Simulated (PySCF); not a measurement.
SiFCl2, SMILES F[Si](Cl)Cl, multiplicity 2.

The structure is a stationary point at PBE0-D3(BJ)/def2-SVP.

These are PBE/def2-TZVPD in PySCF values and carry that method's errors.

Gas-phase values at a fixed geometry.

Computed frontier levels, dipole moment and polarisability:
```
Quantity                                                                                                         Value
---------------------------------------------------------------------------------------------  -----------------------
α spin, highest occupied and lowest empty level                                                     -6.22 and -1.12 eV
β spin, highest occupied and lowest empty level                                                     -8.32 and -4.52 eV
dipole moment                                                                                                   0.83 D
quadrupole, principal values (traceless, Buckingham form, about the centre of nuclear charge)    -2.78, 0.42, 2.36 D·Å
mean static polarisability                                                                        57.9 bohr³ (8.58 Å³)
polarisability, principal values                                                                46.2, 55.9, 71.7 bohr³
⟨S²⟩                                                                                           0.752 (pure state 0.75)
```
